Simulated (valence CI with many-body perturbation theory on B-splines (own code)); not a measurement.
Values are calculated unless marked as measured or tabulated.
Cd17+: configurations and terms from energies and g

Level of theory: configuration interaction combined with many-body perturbation theory (CI+MBPT): three valence electrons over a frozen Dirac-Fock core [Ar] 3d10, radial functions for each j: 11 s, 11 p, 10 d, 8 f, 5 g, 2 h, with the one-electron correlation potential Σ1 (screened to all orders), the two-electron term Σ2, the three-electron term Σ3, Breit, model QED; selected single and double excitations, second order for the rest, scaled by the run's own slope (own B-spline code, finite nucleus).

No measured levels were compared; by estimate levels hold to about 250 cm⁻¹ or 0.2 % of their energy and the worst to 1 %, as in measured heavy ions of charge 2 to 7; those with d or f electrons hold less well.

```csv
No.,J,Parity,E (cm⁻¹),g
1,1/2,odd,0,0.664
2,3/2,odd,68846,1.333
3,1/2,even,295000,2.567
4,3/2,even,334540,1.714
5,5/2,even,358230,1.503
6,3/2,even,406200,0.855
7,5/2,even,432970,1.296
10,3/2,even,517320,1.294
11,3/2,even,637690,0.800
12,5/2,even,649400,1.200
15,5/2,odd,783160,1.198
16,1/2,odd,830370,0.664
19,5/2,odd,882700,1.045
20,7/2,odd,904830,1.250
```

Energies count from the lowest level. Strongly mixed levels and levels close to another of their J and parity are left out, so the numbers can have gaps.

Give configuration and LS term of each level.

1: 4s²4p ²P°; 2: 4s²4p ²P°; 3: 4s4p² ⁴P; 4: 4s4p² ⁴P; 5: 4s4p² ⁴P; 6: 4s4p² ²D; 7: 4s4p² ²D; 10: 4s4p² ²P; 11: 4s²4d ²D; 12: 4s²4d ²D; 15: 4p³ ²D°; 16: 4p³ ²P°; 19: 4s4p4d ⁴F°; 20: 4s4p4d ⁴F°.
